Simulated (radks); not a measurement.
Results of a calculation; reference values are marked as such.
Ir60+, 17 electrons, occupied as [Ne] 3s2 3p5. Level of theory: scalar-relativistic Kohn-Sham, r2SCAN, spin-unpolarised, spherical densities, finite nucleus; meta-GGA in the generalised Kohn-Sham scheme; Fermi nuclear charge, rms radius 5.4032 fm (a radial shooting solver on a logarithmic mesh with Libxc functionals).

Unscreened Slater integrals over Kohn-Sham orbitals (cm^-1). Empty in this configuration: 3d.

F0(3p,3p): 1124800
F2(3p,3p): 561940
F0(3p,3s): 1115200
G1(3p,3s): 723180
F0(3p,2p): 1488500
F2(3p,2p): 384760
G0(3p,2p): 154470
G2(3p,2p): 171040
F0(3p,2s): 1450900
G1(3p,2s): 121970
F0(3p,3d): 1180000
F2(3p,3d): 565290
G1(3p,3d): 590970
G3(3p,3d): 399800
F0(3s,3s): 1108600
F0(3s,2p): 1449000
G1(3s,2p): 152310
F0(3s,2s): 1424400
G0(3s,2s): 123390
F0(3s,3d): 1170800
G2(3s,3d): 460310
F0(2p,2p): 3055000
F2(2p,2p): 1444200
F0(2p,2s): 2852200
G1(2p,2s): 1638000
F0(2p,3d): 1608900
F2(2p,3d): 499220
G1(2p,3d): 475500
G3(2p,3d): 274310
F0(2s,2s): 2725800
F0(2s,3d): 1593100
G2(2s,3d): 421240
F0(3d,3d): 1277100
F2(3d,3d): 663410
F4(3d,3d): 430000

Derived for the open shells (J is the average intra-shell exchange parameter used in DFT+U). 3p: J = F2/5 = 112400 cm^-1.
